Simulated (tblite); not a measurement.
Run record: tight-binding relaxation, `[SiH3]CS[Si@@H](Br)C1CC1`.

Computed with GFN2-xTB geometry optimisation, gas phase (tblite 0.8.0). Start geometry: from a force field or distance geometry. The command runs a driver script over a list of jobs; the input below is this job's line of settings and its coordinates in Å.

Command:
```bash
OMP_NUM_THREADS=1 python probes_run.py task.json out
```

Input:
```
{"job": {"kind": "relax", "xc": "GFN2-xTB", "basis": "xTB"}, "charge": 0, "multiplicity": 1}
Si     3.337600     0.697200     0.042400
C      2.621100    -1.010700     0.041300
S      1.091700    -1.110100     1.010800
Si    -0.476900    -0.493900    -0.352900
Br    -0.618800    -1.974300    -1.977600
C     -2.095500    -0.477500     0.596600
C     -2.461500     0.743400     1.402500
C     -3.204100     0.425700     0.145300
H      4.604900     0.722900    -0.724600
H      3.606900     1.188600     1.422300
H      2.386800     1.646600    -0.613900
H      2.464400    -1.390800    -0.963900
H      3.336100    -1.692500     0.536900
H     -0.141400     0.832400    -0.900300
H     -2.364900    -1.435000     1.009500
H     -1.823200     1.616700     1.418500
H     -2.973000     0.587200     2.354100
H     -4.228100     0.045800     0.234900
H     -3.071900     1.087500    -0.700500
```

Problem. What does the run print?

Solution. 
```
step      E/eV     max force
  0    -680.09961    1.924
  1    -680.17809    0.736
  2    -680.20063    0.350
  3    -680.20774    0.212
  4    -680.21325    0.184
  5    -680.21880    0.181
  6    -680.22281    0.223
  7    -680.22531    0.143
  8    -680.22724    0.158
  9    -680.22967    0.174
... (129 lines left out)
139    -680.27258    0.032
140    -680.27267    0.023
141    -680.27278    0.017
142    -680.27285    0.020
143    -680.27291    0.025
144    -680.27296    0.021
145    -680.27301    0.016
146    -680.27305    0.014
147    -680.27309    0.011
148    -680.27311    0.010
```

«max force» is the largest atomic force in eV/Å.

Problem. From which step on does the largest force stay under 0.1 eV/Å, and how much energy is left to gain from there?

Solution. From step 16 (0.089 eV/Å), 33.5 meV above the end.

In short: energy lowered by 4.0 kcal/mol over 148 steps; largest atomic force 0.010 eV/Å at the end.

Problem. Where do the atoms end?

Solution. 0.496 Å rms from the input after alignment:
```
atom  x, y, z in Å
Si1    3.4458    0.5547   -0.2209
C2     2.5880   -1.1179    0.0962
S3     1.1402   -1.0158    1.2077
Si4   -0.3295   -0.0450    0.0015
Br5   -0.2435   -0.8343   -2.0859
C6    -2.0090   -0.4083    0.7309
C7    -2.7686    0.7126    1.3842
C8    -3.2226    0.1807    0.0693
H9     4.6963    0.2595   -0.9129
H10    3.6638    1.2057    1.0694
H11    2.5690    1.3781   -1.0561
H12    2.2658   -1.6034   -0.8240
H13    3.2602   -1.8035    0.6093
H14   -0.0557    1.3756   -0.1669
H15   -2.1387   -1.3860    1.1806
H16   -2.3164    1.6927    1.4113
H17   -3.3519    0.4847    2.2635
H18   -4.1228   -0.4147    0.0330
H19   -3.0802    0.7940   -0.8088
```

Hardware: one thread, Arm Neoverse N1 (aarch64), shared host. Cost: 2.9 s.
Labels such as C1 count atoms from 1, the log's own numbers from 0.
